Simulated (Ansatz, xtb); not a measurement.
## Relative energy of two isomers of C4H2BrFS

Structure I: `Fc1csc(Br)c1`, a singlet. Structure II: `Fc1cscc1Br`, a singlet. Both are isolated molecules in the gas phase, relaxed with B3LYP/def2-SVP.

Problem. Estimate E(II) − E(I) at the level CCSD(T)/def2-SVP + ΔMP2/def2-TZVPP.

Solution. Calculated at CCSD(T)/def2-SVP + ΔMP2/def2-TZVPP: E(II) − E(I) = −1.24 kcal/mol, so structure II lies lower.

Level by level:

```csv
level,geometry,E(II) − E(I) (kcal/mol),departure from the last row (kcal/mol),"job, with rough time for the two"
GFN2-xTB,GFN2-xTB,−0.50,+0.73,"optimisation, 0.28 s"
HF/STO-3G,GFN2-xTB,−0.30,+0.93,"single point, 1.3 s"
r2SCAN-D4/def2-SVP,GFN2-xTB,−1.05,+0.19,"single point, 8.4 s"
B3LYP/def2-SVP,B3LYP/def2-SVP,−0.98,+0.26,"optimisation, 64 s"
HF/def2-SVP,B3LYP/def2-SVP,−1.31,−0.07,part of the CCSD(T) run
MP2/def2-SVP,B3LYP/def2-SVP,−1.04,+0.20,part of the CCSD(T) run
CCSD(T)/def2-SVP,B3LYP/def2-SVP,−1.17,+0.06,single point
CCSD(T)/def2-SVP + ΔMP2/def2-TZVPP,B3LYP/def2-SVP,−1.24,,"single point, 2.5 min"
```

As drawn, both hold the same kinds of bond in the same numbers.

HF/STO-3G finds them nearly level. The largest departure from CCSD(T)/def2-SVP + ΔMP2/def2-TZVPP is that of HF/STO-3G, 0.93 kcal/mol. The last row adds to CCSD(T) the change of the MP2 difference between the two basis sets, here −0.06 kcal/mol.

With thermal terms from frequencies at re-optimised GFN2-xTB minima (ideal gas, soft modes damped towards free rotors, one conformer each, 298.15 K, 1 atm): on the last row, ΔE + ΔZPE = −1.24, ΔH = −1.25, ΔG = −1.24 kcal/mol.

The correlated steps freeze 19 core orbitals; the filled d shell of Br is correlated, in a basis made for valence electrons. Run with Ansatz 0.2.0, xtb 6.7.1; the last row on 2 threads of Intel(R) Xeon(R) Processor @ 2.70GHz on a shared host.
